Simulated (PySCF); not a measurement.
## `C#C[C@H]1[SiH2]C[Si@@H]1C#N`, C5H7NSi2

Molfile (atoms numbered from 1):
```
C5H7NSi2
     RDKit          3D

 15 15  0  0  0  0  0  0  0  0999 V2000
    3.0354    0.0765    0.8488 C   0  0  0  0  0  0  0  0  0  0  0  0
    2.0033    0.2458    0.2628 C   0  0  0  0  0  0  0  0  0  0  0  0
    0.7462    0.4091   -0.4002 C   0  0  1  0  0  0  0  0  0  0  0  0
    0.0071   -1.1949   -1.2102 Si  0  0  0  0  0  4  0  0  0  0  0  0
   -1.5102   -0.9843   -0.0461 C   0  0  0  0  0  0  0  0  0  0  0  0
   -0.7825    0.5873    0.7730 Si  0  0  2  0  0  4  0  0  0  0  0  0
   -1.7631    2.1144    0.3336 C   0  0  0  0  0  0  0  0  0  0  0  0
   -2.3622    3.0460    0.0403 N   0  0  0  0  0  0  0  0  0  0  0  0
    3.9516   -0.0556    1.3414 H   0  0  0  0  0  0  0  0  0  0  0  0
    0.8349    1.2360   -1.1086 H   0  0  0  0  0  0  0  0  0  0  0  0
    0.7992   -2.3953   -0.9535 H   0  0  0  0  0  0  0  0  0  0  0  0
   -0.2877   -1.0385   -2.6342 H   0  0  0  0  0  0  0  0  0  0  0  0
   -2.4593   -0.8364   -0.5549 H   0  0  0  0  0  0  0  0  0  0  0  0
   -1.6567   -1.8104    0.6448 H   0  0  0  0  0  0  0  0  0  0  0  0
   -0.5605    0.6083    2.2166 H   0  0  0  0  0  0  0  0  0  0  0  0
  1  2  3  0
  2  3  1  0
  3  4  1  0
  4  5  1  0
  5  6  1  0
  6  7  1  0
  7  8  3  0
  6  3  1  0
  1  9  1  0
  3 10  1  6
  4 11  1  0
  4 12  1  0
  5 13  1  0
  5 14  1  0
  6 15  1  1
M  END
```

Method: PySCF, TDDFT B3LYP/aug-cc-pVDZ circular dichroism and optical rotation, one conformer, gas phase. Geometry: GFN2-xTB.

Problem. Draw the ECD and absorption spectra from the lowest 8 states, each a Gaussian of half-width 0.3 eV at 1/e height.

Solution. 
```csv
E (eV),λ (nm),Δε (L mol⁻¹ cm⁻¹),ε (L mol⁻¹ cm⁻¹)
4.38,283,-0.70,82
4.53,274,-2.88,339
4.68,265,-7.18,858
4.83,257,-10.78,1340
4.98,249,-9.60,1360
5.13,242,-4.72,1020
5.28,235,-0.44,848
5.43,228,+2.08,1060
5.58,222,+4.34,1360
5.73,216,+8.09,1480
5.88,211,+14.18,1670
6.03,206,+19.68,2040
```
Δε uses R in velocity form, ε uses f in length form. Only the states computed contribute, so the short-wavelength end is incomplete.
